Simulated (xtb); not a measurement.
xtb input:

```bash
xtb mol.xyz --gfn 1 --sp --chrg -1 --uhf 0
```
mol.xyz:
```
11

C     -1.94266217     0.60787396    -0.02670767
Si    -0.96658638    -0.82877588    -0.22816383
O      0.74800637    -0.65802076    -0.07024776
Si     1.46573603     0.76264575     0.25213245
H     -2.28370253     0.94871900     0.94626801
H     -2.15254710     1.28913041    -0.84585571
H     -1.04385727    -1.46070578    -1.58848337
H     -1.21737843    -1.91107664     0.78253090
H      1.30794828     1.82203366    -0.78185826
H      2.93739683     0.47898349     0.30595375
H      1.13596720     1.37566005     1.56811213
```

Question: Predict the final energy.

Answer: -14.63388 Eh (GFN1-xTB).

It need not be the lowest isomer of its formula. Whether it binds its extra electron was not tested at this geometry.
